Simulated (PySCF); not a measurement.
Cl$_{5}$W (SMILES [Cl][W]([Cl])([Cl])([Cl])[Cl]), doublet, at a GFN2-xTB geometry (such geometries of metal compounds can be far from the true shape) (core potentials on W); DF-HF/def2-SVP run with PySCF.

Here is a job for PySCF.
```python
from pyscf import gto, scf

mol = gto.M(
    atom='''
W    -0.000000    0.000000   -0.000000
Cl    1.845527   -0.408177   -1.167973
Cl    0.962335   -0.981487    1.863601
Cl   -0.962335    0.981487   -1.863601
Cl   -1.635958   -1.502506    0.053472
Cl   -0.209570    1.910682    1.114501
''',
    basis='def2-svp',
    ecp={'W': 'def2-svp'},
    charge=0,
    spin=1,
    verbose=4,
)

mf = scf.UHF(mol)
mf.DIIS = scf.EDIIS
mf = mf.density_fit(auxbasis='def2-universal-jkfit')
mf.kernel()
```

Q: Predict the main parts of the log of this PySCF run.

A: 
```
PySCF version 2.14.0

[INPUT] verbose = 4
[INPUT] num. atoms = 6
[INPUT] num. electrons = 99
[INPUT] charge = 0
[INPUT] spin (= nelec alpha-beta = 2S) = 1
[INPUT] symmetry False subgroup None
[INPUT] Mole.unit = angstrom
[INPUT] Symbol           X                Y                Z      unit          X                Y                Z       unit  Magmom
[...]
nuclear repulsion = 716.987207455551
number of shells = 52
number of NR pGTOs = 237
number of NR cGTOs = 122
basis = def2-svp
ecp = {'W': 'def2-svp'}

******** <class 'pyscf.df.df_jk.DFUHF'> ********
method = DFUHF
initial guess = minao
damping factor = 0
level_shift factor = 0
DIIS = <class 'pyscf.scf.diis.EDIIS'>
diis_start_cycle = 1
diis_space = 8
diis_damp = 0
SCF conv_tol = 1e-09
SCF conv_tol_grad = None
SCF max_cycles = 50
direct_scf = False
number electrons alpha = 50  beta = 49
Set gradient conv threshold to 3.16228e-05
******** <class 'pyscf.df.df.DF'> ********
auxbasis = def2-universal-jkfit
init E= -2350.40829659797

cycle= 1 E= -2363.16868368596  delta_E= -12.8  |g|= 0.654  |ddm|= 5.45
cycle= 2 E= -2363.09295227115  delta_E= 0.0757  |g|= 0.696  |ddm|= 1.31
cycle= 3 E= -2363.32663982196  delta_E= -0.234  |g|= 0.113  |ddm|= 0.711
cycle= 4 E= -2363.32663982453  delta_E= -2.56e-09  |g|= 0.113  |ddm|= 2.65e-08
cycle= 5 E= -2363.32663982305  delta_E= 1.48e-09  |g|= 0.113  |ddm|= 1.53e-08
cycle= 6 E= -2363.32663981078  delta_E= 1.23e-08  |g|= 0.113  |ddm|= 1.27e-07
cycle= 7 E= -2363.3266398271  delta_E= -1.63e-08  |g|= 0.113  |ddm|= 1.69e-07
cycle= 8 E= -2363.32663982182  delta_E= 5.28e-09  |g|= 0.113  |ddm|= 5.47e-08
cycle= 9 E= -2363.32663982275  delta_E= -9.23e-10  |g|= 0.113  |ddm|= 9.66e-09
cycle= 10 E= -2363.31528105354  delta_E= 0.0114  |g|= 0.193  |ddm|= 0.0989
cycle= 11 E= -2363.32711248  delta_E= -0.0118  |g|= 0.112  |ddm|= 0.311
cycle= 12 E= -2363.33388295672  delta_E= -0.00677  |g|= 0.0221  |ddm|= 0.0842
cycle= 13 E= -2363.33388295616  delta_E= 5.61e-10  |g|= 0.0221  |ddm|= 2.54e-08
cycle= 14 E= -2363.33388295665  delta_E= -4.97e-10  |g|= 0.0221  |ddm|= 2.27e-08
cycle= 15 E= -2363.33388295683  delta_E= -1.81e-10  |g|= 0.0221  |ddm|= 8.25e-09
cycle= 16 E= -2363.33388295671  delta_E= 1.24e-10  |g|= 0.0221  |ddm|= 5.66e-09
cycle= 17 E= -2363.33388295671  delta_E= 1.82e-12  |g|= 0.0221  |ddm|= 9.12e-11
cycle= 18 E= -2363.33388295666  delta_E= 5.28e-11  |g|= 0.0221  |ddm|= 2.27e-09
cycle= 19 E= -2363.33358814676  delta_E= 0.000295  |g|= 0.0373  |ddm|= 0.055
[...]
cycle= 22 E= -2363.33428659606  delta_E= 1.42e-10  |g|= 0.00693  |ddm|= 2.92e-08
cycle= 23 E= -2363.33428659639  delta_E= -3.27e-10  |g|= 0.00693  |ddm|= 6.69e-08
cycle= 24 E= -2363.33428659633  delta_E= 5.18e-11  |g|= 0.00693  |ddm|= 1.21e-08
cycle= 25 E= -2363.33428659636  delta_E= -2.77e-11  |g|= 0.00693  |ddm|= 9.58e-09
cycle= 26 E= -2363.33428659645  delta_E= -8.41e-11  |g|= 0.00693  |ddm|= 1.53e-08
cycle= 27 E= -2363.33430160998  delta_E= -1.5e-05  |g|= 0.00904  |ddm|= 0.00939
cycle= 28 E= -2363.33432221667  delta_E= -2.06e-05  |g|= 0.00725  |ddm|= 0.0152
cycle= 29 E= -2363.33436077646  delta_E= -3.86e-05  |g|= 0.00202  |ddm|= 0.00911
cycle= 30 E= -2363.33436077657  delta_E= -1.13e-10  |g|= 0.00202  |ddm|= 1.96e-07
cycle= 31 E= -2363.3343607765  delta_E= 7.32e-11  |g|= 0.00202  |ddm|= 1.33e-07
cycle= 32 E= -2363.33436077682  delta_E= -3.2e-10  |g|= 0.00202  |ddm|= 5.57e-07
cycle= 33 E= -2363.33436077679  delta_E= 3.09e-11  |g|= 0.00202  |ddm|= 4.95e-08
cycle= 34 E= -2363.33436077644  delta_E= 3.43e-10  |g|= 0.00202  |ddm|= 5.82e-07
cycle= 35 E= -2363.33436761474  delta_E= -6.84e-06  |g|= 0.00153  |ddm|= 0.0032
cycle= 36 E= -2363.33436990743  delta_E= -2.29e-06  |g|= 0.00142  |ddm|= 0.00161
cycle= 37 E= -2363.3343729136  delta_E= -3.01e-06  |g|= 0.0011  |ddm|= 0.00195
cycle= 38 E= -2363.33437395925  delta_E= -1.05e-06  |g|= 0.00112  |ddm|= 0.00116
cycle= 39 E= -2363.33437412473  delta_E= -1.65e-07  |g|= 0.00109  |ddm|= 0.000133
cycle= 40 E= -2363.3343759197  delta_E= -1.79e-06  |g|= 0.000768  |ddm|= 0.00183
cycle= 41 E= -2363.33437609017  delta_E= -1.7e-07  |g|= 0.000938  |ddm|= 0.000627
cycle= 42 E= -2363.33437665328  delta_E= -5.63e-07  |g|= 0.000684  |ddm|= 0.000603
cycle= 43 E= -2363.33437724009  delta_E= -5.87e-07  |g|= 0.00067  |ddm|= 0.00112
cycle= 44 E= -2363.33437733618  delta_E= -9.61e-08  |g|= 0.000639  |ddm|= 0.00014
cycle= 45 E= -2363.33437754414  delta_E= -2.08e-07  |g|= 0.00052  |ddm|= 0.000322
cycle= 46 E= -2363.33437787028  delta_E= -3.26e-07  |g|= 0.00046  |ddm|= 0.000779
cycle= 47 E= -2363.33437794319  delta_E= -7.29e-08  |g|= 0.000452  |ddm|= 0.000166
cycle= 48 E= -2363.33437807041  delta_E= -1.27e-07  |g|= 0.000408  |ddm|= 0.000273
cycle= 49 E= -2363.33437813858  delta_E= -6.82e-08  |g|= 0.000349  |ddm|= 0.000163
cycle= 50 E= -2363.33437822612  delta_E= -8.75e-08  |g|= 0.000309  |ddm|= 0.00023
SCF not converged.
SCF energy = -2363.33437822612 after 50 cycles  <S^2> = 0.76210729  2S+1 = 2.0120709
```

Convergence was not reached.
